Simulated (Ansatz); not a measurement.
Geometry optimisation, RKS PBE/6-31G* in Ansatz.

The input (input.yaml):

```yaml
crystal:
  periodic: [false, false, false]
  atoms:
    - { symbol: B, position_ang: [-1.7329, -1.2004, 1.0465] }
    - { symbol: Si, position_ang: [-0.1889, -1.3443, -0.0545] }
    - { symbol: C, position_ang: [0.8821, 0.1628, 0.1459] }
    - { symbol: O, position_ang: [2.1672, -0.0143, -0.58] }
    - { symbol: C, position_ang: [0.2063, 1.3968, -0.3145] }
    - { symbol: "N", position_ang: [-0.0896, 1.5912, -1.5364] }
    - { symbol: H, position_ang: [-1.6582, -1.0272, 2.2088] }
    - { symbol: H, position_ang: [-2.8076, -1.1337, 0.5174] }
    - { symbol: H, position_ang: [-0.5634, -1.4602, -1.4249] }
    - { symbol: H, position_ang: [0.5509, -2.5419, 0.3928] }
    - { symbol: H, position_ang: [1.141, 0.2481, 1.2655] }
    - { symbol: H, position_ang: [2.7669, 0.6494, -0.2223] }
    - { symbol: H, position_ang: [0.33845, 0.70869, -1.88216] }
    - { symbol: H, position_ang: [-0.5941, 2.4444, -1.8286] }
basis:
  gaussian: { orbitals: "6-31G*" }
hamiltonian:
  xc: pbe
relax:
  f_tol: 0.02
  max_steps: 50
```

Run as:

```bash
$ ansatz run input.yaml --threads 2 --pin off --max-ram 3072MiB --backend cpu --events-out ev --progress --plain --runs-dir out
```

Where does it end, and by what steps?

It converged. After 18 steps the energy has fallen by 4.308 eV; H14 moved furthest, 1.14 Å. Joined: B1–C5, Si2–C5.

| step | energy less start (eV) | largest force component (eV/Å) | accepted |
| --- | --- | --- | --- |
| 0 | 0.0000 | 5.064 | yes |
| 1 | -1.2674 | 1.569 | yes |
| 2 | -1.7369 | 1.718 | yes |
| 3 | -1.9344 | 1.081 | yes |
| 4 | -2.0749 | 1.143 | yes |
| 5 | -2.2602 | 1.516 | yes |
| 6 | -2.5784 | 1.120 | yes |
| 7 | -3.0424 | 0.804 | yes |
| 8 | -3.6809 | 1.230 | yes |
| 9 | -4.1020 | 1.047 | yes |
| 10 | -4.0895 | 2.351 | no |
| 11 | -4.2490 | 0.313 | yes |
| 12 | -4.2836 | 0.252 | yes |
| 13 | -4.2985 | 0.271 | yes |
| 14 | -4.2763 | 0.423 | no |
| 15 | -4.3062 | 0.049 | yes |
| 16 | -4.3071 | 0.034 | yes |
| 17 | -4.3076 | 0.024 | yes |
| 18 | -4.3077 | 0.012 | yes |

```xyz
14
Properties=species:S:1:pos:R:3
B -1.454 -0.291 0.621
Si -0.138 -1.690 -0.156
C 1.035 -0.116 0.165
O 2.084 0.276 -0.707
C -0.293 0.532 -0.040
N -0.380 1.347 -1.096
H -1.261 -0.506 1.807
H -2.591 -0.095 0.258
H -0.046 -1.970 -1.628
H 0.327 -2.877 0.642
H 1.320 -0.168 1.229
H 2.644 0.920 -0.226
H 0.460 1.509 -1.661
H -1.289 1.608 -1.474
```

The run took 44 s on 2 threads of Intel(R) Xeon(R) Platinum 8488C (Sapphire Rapids), with other jobs on the host, peak memory 0.2 GiB.
